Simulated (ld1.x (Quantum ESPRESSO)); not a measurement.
Which change was made? (Ru, TM)

| Quantity | Value |
| --- | --- |
| Element | Ru |
| Generator | ld1.x (Quantum ESPRESSO) 7.5 |
| Type | norm-conserving Troullier–Martins (Kleinman–Bylander form) |
| Functional | LDA (PZ) |
| Relativity | fully relativistic |
| Frozen core | [Kr] |
| Valence charge | 8 |
| Reference configuration | 4d8 5s0 5p0 |
| Partial waves | 5p (bound, empty): rc 2.95 bohr; 4d (bound): rc 1.45 bohr; 5s (bound, empty): rc 2.55 bohr |
| Local potential | the s channel |
| Core correction | Bessel-smoothed model core inside 0.75 bohr |

Open shells are filled in proportion to 2j + 1 (rel_dist='average').

Cutoffs, loose and tight: the cutoffs (Ry, on a coarse ladder) from which the occupation-weighted sum of valence levels, in a spherical-Bessel basis at the reference potential, stays within 10 and 1 mRy of its value at 400 Ry. They do not see the model core or the augmentation charge, which bear on the density cutoff. Test errors are all-electron minus pseudo excitation energies from the reference, over the configurations 4d7 5s1 5p0; 4d7 5s0 5p0; 4d6 5s0 5p0; 4d5 5s0 5p0; 4d7 5s0 5p1; 4d7.5 5s0.5 5p0; 4d6 5s1 5p0; variants that change the core or the reference have their own tests. The largest error is taken over the tests solved by every variant that gives reliable tests at all, those not shown here included: 4d5 5s0 5p0; 4d6 5s0 5p0; 4d6 5s1 5p0; 4d7 5s0 5p1; 4d7 5s1 5p0.

The base gives: outcome: generated; cutoff, loose: 55 Ry; cutoff, tight: 70 Ry; bound ghosts: none; largest test error (meV): -1189.

On the changes marked as counting shells twice: ld1.x takes every shell without a wave as core, so the model core holds the marked electrons as well and exchange and correlation see them twice. This cancels in the reference configuration, but the file is broken for other ones, and its errors say nothing about a proper core correction.

Q: After one change the result is: outcome: generated; cutoff, loose: 55 Ry; cutoff, tight: 70 Ry; bound ghosts: none; largest test error (meV): -1782. Which change was it?
A. core [Ar] 3d10, valence charge 16; reference 4s2 4p6 4d7 5s1 5p0; waves now 4s (bound): rc 1.40 bohr; 4p (bound): rc 1.75 bohr; 4d (bound): rc 2.10 bohr; local potential the d channel; core correction Bessel-smoothed model core, default radius (core density twice the valence density) (5s counted twice)
B. wave 4d (bound): rc 1.45 bohr becomes 4d (bound): rc 1.24 bohr
C. reference 4d7 5s1 5p0

A: C. The others give: wave 4d (bound): rc 1.45 bohr becomes 4d (bound): rc 1.24 bohr → outcome: generated; cutoff, loose: 70 Ry; cutoff, tight: 80 Ry; bound ghosts: none; largest test error (meV): -1189 | core [Ar] 3d10, valence charge 16; reference 4s2 4p6 4d7 5s1 5p0; waves now 4s (bound): rc 1.40 bohr; 4p (bound): rc 1.75 bohr; 4d (bound): rc 2.10 bohr; local potential the d channel; core correction Bessel-smoothed model core, default radius (core density twice the valence density) (5s counted twice) → outcome: generated, misses its reference levels by 0.20 eV; cutoff, loose: 80 Ry; cutoff, tight: 120 Ry; bound ghosts: none; largest test error (meV): -991.
